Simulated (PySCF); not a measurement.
SMILES c1c[se]c(Sc2nccs2)c1, GFN2-xTB optimised geometry.

```
16

C      0.02    -3.57     0.00
C     -1.19    -2.97    -0.01
Se    -1.09    -1.11     0.00
C      0.77    -1.36     0.00
S      1.99    -0.09     0.00
C      1.01     1.33     0.00
N     -0.28     1.33     0.00
C     -0.79     2.59     0.00
C      0.14     3.58     0.00
S      1.74     2.92     0.00
C      1.12    -2.68     0.00
H      0.16    -4.64     0.00
H     -2.14    -3.48    -0.01
H     -1.85     2.71     0.00
H     -0.01     4.64     0.00
H      2.14    -3.01     0.00
```

Density from CAM-B3LYP/def2-TZVP in PySCF at that geometry.

Minimum of the electron density along straight lines between bonded atoms, close to the bond critical point (lines longer than 1.1 times the sum of covalent radii, or with two minima, are not listed):

```tsv
bond	length / Å	ρ at the minimum / e bohr⁻³	∇²ρ there / e bohr⁻⁵	position (fraction from the first atom)
C1–C2	1.356	0.338	-1.00	0.49
C2–Se3	1.859	0.177	?	0.50
Se3–C4	1.872	0.170	-0.18	0.50
C4–S5	1.761	0.202	-0.40	0.48
S5–C6	1.724	0.218	-0.50	0.49
C6–N7	1.293	0.386	?	0.37
N7–C8	1.354	0.334	-1.09	0.62
C8–C9	1.354	0.341	-1.02	0.49
C6–S10	1.748	0.207	-0.41	0.49
C9–S10	1.729	0.214	?	0.48
C1–C11	1.413	0.306	-0.89	0.50
C4–C11	1.365	0.331	-0.96	0.52
C1–H12	1.077	0.289	-1.05	0.65
C2–H13	1.075	0.289	-1.04	0.65
C8–H14	1.074	0.295	-1.10	0.65
C9–H15	1.070	0.293	-1.08	0.65
C11–H16	1.077	0.288	-1.04	0.65
```

Task: Some entries are withheld; supply them.

Result: 
- C2–Se3, ∇²ρ there / e bohr⁻⁵: -0.20
- C6–N7, ∇²ρ there / e bohr⁻⁵: -1.31
- C9–S10, ∇²ρ there / e bohr⁻⁵: -0.44
